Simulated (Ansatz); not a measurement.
`CB(F)C(N)F` + H₂Se → `NC(F)[SeH]` + `CBF`  (substitution at a C–B bond)

Gas-phase electronic energies from Ansatz, PBE0-D4/def2-TZVP geometries. CCSD(T)/CBS adds triple-zeta CCSD(T) − MP2 to the extrapolated MP2 energy (def2 sets, frozen cores). This one scheme is used for every species. Functionals use def2-TZVPP. For Se outer-core shells are correlated without core-valence functions, which leaves a few kJ/mol of doubt a bond. Scalar relativity is left out up to krypton. Each species was taken in one conformer, which may not be the lowest.

```json
{"level": "PBE-D4", "ΔE (eV)": "0.42"}
{"level": "PBE0-D4", "ΔE (eV)": "0.47"}
{"level": "ωB97M-V", "ΔE (eV)": "0.50"}
{"level": "B2PLYP", "ΔE (eV)": "0.44"}
{"level": "PBE0", "ΔE (eV)": "0.46"}
{"level": "HF/def2-TZVPP", "ΔE (eV)": "0.51"}
{"level": "CCSD/def2-TZVPP", "ΔE (eV)": "0.50"}
{"level": "CCSD/CBS(def2)", "ΔE (eV)": "0.48"}
```

**Question.** What does CCSD(T)/CBS give? (Estimate.)

**Answer.** Ansatz gave: +0.46 eV. The listed levels differ from it by -0.04, 0.01, 0.04, -0.02, 0.00, 0.05, 0.04, 0.02 eV.

Largest T1 diagnostic among the species: 0.012.

From PBE to PBE0 (25 % exact exchange), in def2-TZVPP and without D4, ΔE moves by +0.05 eV. In def2-TZVPP, CCSD(T) changes the Hartree–Fock value by −0.04 eV (the triples alone add −0.02 eV) and MP2 by −0.09 eV.
